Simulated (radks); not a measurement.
Results of a calculation; reference values are marked as such.
Task: Ionisation of the argon ion Ar2+, [Ne] 3s2 3p4, to Ar3+, [Ne] 3s2 3p3, under several functionals. Non-relativistic Kohn-Sham, spin-polarised, spherical densities, point nucleus; open shells are filled with parallel spins first; a radial shooting solver on a logarithmic mesh with Libxc functionals. Known Delta-SCF values: revTPSS 40.340 eV. What does Wu-Cohen GGA give, and what is its highest occupied eigenvalue?

Result: 40.531 eV by Delta-SCF; the 3p eigenvalue is -34.003 eV. NIST: 40.74 eV (semi-empirical).
